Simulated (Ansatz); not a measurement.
`Sc1ccc(-c2ccc(-c3ccc(S)[se]3)[se]2)[se]1`. Charge 0, multiplicity 1. Geometry PBE-D4/def2-SVP; atoms count from 1.

```xyz
25

S     2.462    5.638    3.503
C     2.093    4.269    2.461
C     2.793    3.764    1.377
C     2.200    2.632    0.750
C     1.004    2.178    1.294
C     0.175    1.077    0.890
C    -1.036    0.642    1.422
C    -1.621   -0.489    0.801
C    -0.916   -1.034   -0.270
C    -1.243   -2.165   -1.094
C    -0.533   -2.727   -2.148
C    -1.120   -3.860   -2.777
C    -2.339   -4.258   -2.251
S    -3.388   -5.590   -2.718
Se   -2.858   -3.139   -0.820
Se    0.675   -0.039   -0.564
Se    0.523    3.269    2.781
H     3.635    5.953    2.885
H     3.737    4.208    1.029
H     2.660    2.142   -0.122
H    -1.509    1.152    2.276
H    -2.576   -0.917    1.142
H     0.435   -2.316   -2.475
H    -0.645   -4.385   -3.619
H    -2.608   -6.007   -3.755
```

Single mean-field runs in def2-TZVP are fitted with def2-universal-jkfit.

Q: Estimate the Mulliken populations from the PBE0/def2-TZVP orbitals of Ansatz.

A: 
```tsv
atom	charge (e)
S1	-0.16
C2	0.00
C3	-0.20
C4	-0.17
C5	-0.06
C6	0.01
C7	-0.15
C8	-0.15
C9	0.01
C10	-0.06
C11	-0.17
C12	-0.20
C13	0.00
S14	-0.16
Se15	0.14
Se16	0.11
Se17	0.14
H18	0.16
H19	0.13
H20	0.13
H21	0.13
H22	0.13
H23	0.13
H24	0.13
H25	0.16
```
Mulliken values depend strongly on the basis.

Q: And the Mayer bond orders between heavy atoms (over 0.3)?

A: S1–C2 1.11 (1.76 Å); C2–C3 1.58 (1.39 Å); C2–Se17 1.16 (1.89 Å); C3–C4 1.29 (1.42 Å); C4–C5 1.49 (1.39 Å); C5–C6 1.06 (1.44 Å); C5–Se17 1.20 (1.91 Å); C6–C7 1.43 (1.39 Å); C6–Se16 1.20 (1.90 Å); C7–C8 1.31 (1.42 Å); C8–C9 1.43 (1.39 Å); C9–C10 1.06 (1.44 Å); C9–Se16 1.20 (1.90 Å); C10–C11 1.49 (1.39 Å); C10–Se15 1.20 (1.91 Å); C11–C12 1.29 (1.42 Å); C12–C13 1.58 (1.39 Å); C13–S14 1.11 (1.76 Å); C13–Se15 1.16 (1.89 Å).
